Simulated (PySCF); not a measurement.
Species: CH3Cl2FSi.
Structure used (PBE0-D3(BJ)/def2-SVP), in Å, numbered top down from 1:
```xyz
8
CH3Cl2FSi angstrom
F      2.0325   -1.4225   -1.1525
Si     1.0428   -0.3739   -0.4086
C     -0.7480   -0.8187   -0.8382
Cl    -1.1525   -2.4407   -0.2419
Cl    -1.7411    0.4553   -0.0677
H      1.2093   -0.4993    1.0587
H      1.3275    0.9878   -0.9291
H     -0.9764   -0.7987   -1.9119
```

Theory: PySCF 2.14.0, PBE0-D3(BJ)/def2-SVP geometry optimisation, gas phase.

Take the most abundant isotopes and a rigid rotor. The values belong to one conformer with, in the numbering `[F:1][SiH2:2][CH:3]([Cl:4])[Cl:5]`, F1–Si2–C3–Cl4 62°.

(1) Give the principal moments of inertia and the rotational constants in cm⁻¹.

(2) Classify the top.

(3) Is it planar, by Δ = Ic − Ia − Ib?

(4) Give the other two planar moments, Paa and Pbb, and the rms extents of the mass along the axes.

(5) List the rotational levels J(Ka,Kc) to J = 2 (cm⁻¹).

(6) Predict some low-J microwave lines.

Answers

(1) Ia = 170.63, Ib = 287.14, Ic = 434.46 u·Å²; 505379 MHz·u·Å²/I gives 2962, 1760 and 1163 MHz, that is A = 0.09880, B = 0.05871, C = 0.03880 cm⁻¹.

(2) An asymmetric top. Ray's parameter κ = (2B − A − C)/(A − C) = -0.336; −1 is the prolate and +1 the oblate limit.

(3) Not planar: Δ = Ic − Ia − Ib = -23.31 u·Å². For a rigid frame Δ = −2 Σ m c², so Σ m c² = 11.66 u·Å² lies off the ab plane: 5.63 from hydrogen and 6.03 from heavier atoms. The atom farthest from that plane is 1.72 Å away.

(4) Paa = Σ m a² = (Ib + Ic − Ia)/2 = 275.48 and Pbb = Σ m b² = (Ia + Ic − Ib)/2 = 158.98 u·Å². With the mass M = 131.94 u, the rms extents √(P/M) along a, b and c are 1.44, 1.10, 0.30 Å.

(5) Above 0(0,0):
J = 1: 1(0,1) 0.0975, 1(1,1) 0.1376, 1(1,0) 0.1575
J = 2: 2(0,2) 0.2868, 2(1,2) 0.3127, 2(1,1) 0.3724, 2(2,1) 0.4927, 2(2,0) 0.4985
The levels of one J sum to (2J + 1)J(J + 1)(A + B + C)/3.

(6) The dipole components are |μa| = 0.10 D, |μb| = 1.03 D, |μc| = 0.51 D. The squared components, which scale the intensities, stand as 0.01 : 1.00 : 0.25 (a : b : c). Some lines, for components of 0.1 D or more:

| type | branch | J(Ka,Kc) | MHz | lower level (cm⁻¹) |
| --- | --- | --- | --- | --- |
| c | Q | 2(1,2) ← 2(0,2) | 778 | 0.287 |
| b | Q | 1(1,0) ← 1(0,1) | 1799 | 0.098 |
| c | Q | 4(2,3) ← 4(1,3) | 1963 | 1.105 |
| b | Q | 2(1,1) ← 2(0,2) | 2568 | 0.287 |
| b | Q | 2(2,1) ← 2(1,2) | 5396 | 0.313 |
| b | Q | 3(2,2) ← 3(1,3) | 6387 | 0.572 |
| b | R | 3(0,3) ← 2(1,2) | 7378 | 0.313 |
| b | Q | 4(3,2) ← 4(2,3) | 8004 | 1.171 |
| b | R | 4(1,4) ← 3(0,3) | 10631 | 0.559 |
| c | R | 3(2,2) ← 2(1,2) | 14166 | 0.313 |
| b | R | 3(3,1) ← 2(2,0) | 16194 | 0.498 |
| b | R | 3(3,0) ← 2(2,1) | 16400 | 0.493 |
| c | R | 4(2,3) ← 3(1,3) | 17943 | 0.572 |
| b | R | 4(3,1) ← 3(2,2) | 19778 | 0.785 |
| b | R | 4(4,1) ← 3(3,0) | 22203 | 1.040 |
| b | R | 4(4,0) ← 3(3,1) | 22241 | 1.039 |

Not checked by PBE0-D3(BJ)/def2-SVP frequencies. No vibrational averaging or centrifugal distortion is included, and the geometry carries the error of its method. Quadrupole hyperfine structure (35Cl) is left out.

On one thread of an Arm Neoverse V1, shared host with 32 logical CPUs at a one-minute load of 14, this took 17 s wall and 0.40 GiB of memory at its peak. These figures are those of the optimisation.
